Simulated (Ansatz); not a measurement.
Cs3I2 (the lowest doublet isomer of a short search), 5 atoms. Hardware: 4 threads of Arm Neoverse V2 on a shared host.

In the def2 sets Cs, I take a core potential; there is no spin–orbit coupling. Correlated methods freeze 8 core orbitals; core or outer-core shells of Cs, I are correlated, in sets that lack core-valence functions.

Task: How many basis functions does each of these Ansatz runs have, and roughly what does it cost? r2SCANh-D4/def2-TZVP, charge 0 doublet, energy, from earlier orbitals; PBE-QIDH/def2-TZVP, charge 0 doublet, energy, from earlier orbitals; CCSD(T)/def2-SVP, charge 0 doublet, energy, from earlier orbitals; PBE-D4/def2-SVP, charge 0 doublet, energy with a search over starts; PBE-D4/def2-SVP, charge 0 doublet, energy, from earlier orbitals; PBE0-D4/def2-TZVP, charge 0 doublet, energy, from earlier orbitals; MP2/def2-TZVP, charge 0 doublet, energy, from earlier orbitals; ωB97X-V/def2-TZVP, charge 0 doublet, energy, from earlier orbitals; PBE-D4/def2-TZVP, charge 0 doublet, energy and forces, from earlier orbitals; PBE-D4/def2-SVP, charge 0 doublet, relaxation, 4 steps; r2SCAN-D4/def2-TZVP, charge 0 doublet, energy, from earlier orbitals; PBE0-D4/def2-SVP, charge 0 doublet, energy, from earlier orbitals.

Result: Other jobs shared the machine, so times can vary by a factor of up to 3. A dash marks memory too small to be measured apart from the calling script's.

```json
{"run": "PBE-D4/def2-SVP, charge 0 doublet, energy, from earlier orbitals", "functions": "124", "fitting or Cholesky vectors": "1394", "wall time": "6 s", "peak host memory (GiB)": "–"}
{"run": "MP2/def2-TZVP, charge 0 doublet, energy, from earlier orbitals", "functions": "187", "fitting or Cholesky vectors": "1788", "wall time": "8.5 s", "peak host memory (GiB)": "0.75"}
{"run": "PBE-D4/def2-TZVP, charge 0 doublet, energy and forces, from earlier orbitals", "functions": "187", "fitting or Cholesky vectors": "1688", "wall time": "9 s", "peak host memory (GiB)": "–"}
{"run": "PBE0-D4/def2-SVP, charge 0 doublet, energy, from earlier orbitals", "functions": "124", "fitting or Cholesky vectors": "1340", "wall time": "9 s", "peak host memory (GiB)": "0.61"}
{"run": "PBE-D4/def2-SVP, charge 0 doublet, energy with a search over starts", "functions": "124", "fitting or Cholesky vectors": "1394", "wall time": "12 s", "peak host memory (GiB)": "–"}
{"run": "PBE-D4/def2-SVP, charge 0 doublet, relaxation, 4 steps", "functions": "124", "fitting or Cholesky vectors": "1394", "wall time": "13 s", "peak host memory (GiB)": "–"}
{"run": "PBE0-D4/def2-TZVP, charge 0 doublet, energy, from earlier orbitals", "functions": "187", "fitting or Cholesky vectors": "1790", "wall time": "15 s", "peak host memory (GiB)": "0.95"}
{"run": "PBE-QIDH/def2-TZVP, charge 0 doublet, energy, from earlier orbitals", "functions": "187", "fitting or Cholesky vectors": "1788", "wall time": "20 s", "peak host memory (GiB)": "0.84"}
{"run": "r2SCAN-D4/def2-TZVP, charge 0 doublet, energy, from earlier orbitals", "functions": "187", "fitting or Cholesky vectors": "1688", "wall time": "23 s", "peak host memory (GiB)": "0.62"}
{"run": "r2SCANh-D4/def2-TZVP, charge 0 doublet, energy, from earlier orbitals", "functions": "187", "fitting or Cholesky vectors": "1688", "wall time": "24 s", "peak host memory (GiB)": "1.1"}
{"run": "ωB97X-V/def2-TZVP, charge 0 doublet, energy, from earlier orbitals", "functions": "187", "fitting or Cholesky vectors": "1732", "wall time": "1.9 min", "peak host memory (GiB)": "1.6"}
{"run": "CCSD(T)/def2-SVP, charge 0 doublet, energy, from earlier orbitals", "functions": "124", "fitting or Cholesky vectors": "1340", "wall time": "3.1 min", "peak host memory (GiB)": "2.9"}
```
